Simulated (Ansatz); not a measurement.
Relaxation of GaH6P (8 atoms, charge 0, multiplicity 1), to a largest force component of 0.03 eV/Å in at most 50 steps.

These are results of Ansatz, RKS BHLYP/def2-SVP, not measurements.

```xyz
8
Properties=species:S:1:pos:R:3
Ga 0.002 0.219 0.008
H -0.059 0.287 1.573
H 1.391 0.269 -0.711
H -1.324 0.088 -0.811
P 0.156 -2.988 1.375
H -0.635 -3.003 0.199
H 1.386 -2.895 0.677
H 0.033 -1.586 1.595
```

Problem. Where does it end, and by what steps?

Solution. The run converged. After 5 steps the energy has fallen by 0.147 eV; H2 moved furthest, 0.55 Å.

```
step  energy less start (eV)  largest force component (eV/Å)  accepted
   0                  0.0000                           0.457       yes
   1                 -0.0889                           0.164       yes
   2                 -0.1149                           0.214       yes
   3                 -0.1317                           0.216       yes
   4                 -0.1453                           0.079       yes
   5                 -0.1467                           0.011       yes
```

```xyz
8
Properties=species:S:1:pos:R:3
Ga 0.017 0.228 0.049
H -0.075 0.835 1.489
H 1.414 0.050 -0.635
H -1.292 -0.120 -0.735
P 0.202 -3.131 1.221
H -0.655 -2.885 0.120
H 1.376 -2.710 0.551
H -0.037 -1.876 1.843
```

Whether the end is a true minimum wasn't checked by a vibrational analysis.

Run time: 20 s on 1 thread of Arm Neoverse V1, with other jobs on the host, peak memory 0.16 GiB.
